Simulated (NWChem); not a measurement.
Molecule: C3H9Bi; SMILES [CH3][Bi]([CH3])[CH3]

Results from NWChem. Coordinates come from a PBE-D3(BJ)/def2-SVP optimisation. No frequency run checked for a minimum. def2 effective core potentials on Bi; no spin-orbit coupling. Total energies compare along this basis series because the functional is fixed.

```csv
level,basis functions,energy (Ha),highest occupied level (eV),orbital gap (eV),dipole (D)
PBE/def2-SVP,113,-334.1038,___,___,___
PBE/def2-SVPD,164,-334.1135,-5.67,4.97,0.33
PBE/def2-TZVP,197,-334.2528,-5.67,4.96,0.35
PBE/def2-TZVPD,248,-334.2535,-5.68,4.87,0.38
```

**Question.** What belongs in the gaps?

**Answer.** 
- PBE/def2-SVP, highest occupied level (eV): -5.57
- PBE/def2-SVP, orbital gap (eV): 5.18
- PBE/def2-SVP, dipole (D): 0.26
